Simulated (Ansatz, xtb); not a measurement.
Relaxing a trial structure of F2GeH2Si

The starting geometry of this gas-phase singlet has its atoms placed at random.

```xyz
6

F     0.6009    0.5435   -2.0240
F     1.8413   -0.8970   -0.2460
Ge    0.8163    1.9708   -0.2886
Si    0.2489   -0.4129    0.1192
H     0.0361   -0.8220    1.7348
H     0.7534    0.5341   -0.9126
```

Problem. Guess where an optimisation with r2SCAN-D4/def2-SVP ends from this start.

Solution. It ends as a structure given below by its coordinates. Distances that change by over a tenth: Si4–H5 (1.68 → 1.49 Å). Contacts that open: Ge3–H6 (1.57 → 2.66 Å), Si4–H6 (1.49 → 2.43 Å). Contacts that close: F1–H6 (1.12 → 0.97 Å).

The energy falls by 3.90 eV over 25 steps:

```csv
step,E − E(last) (eV)
1,3.899
4,1.471
6,0.800
9,0.411
12,0.331
14,0.248
17,0.156
20,0.013
22,0.000
25,0.000
```

Final geometry (Å):

```xyz
6

F     1.0693    0.9970   -1.9039
F     1.4078   -0.9349   -0.4306
Ge   -0.2349    1.8543   -0.2764
Si    0.3937   -0.1238    0.6751
H     0.2995   -1.0256    1.8606
H     1.3615    0.1495   -1.5419
```

From the same start GFN2-xTB ends elsewhere, at `F[SiH2][Ge][F]`.

From so rough a start the end depends on the optimiser's path, so another program may land elsewhere. No frequencies were run, so the end isn't proven a minimum. Run with Ansatz 0.2.0, 38 s on 2 threads of Intel(R) Xeon(R) Platinum 8488C (Sapphire Rapids), with other jobs on the host.
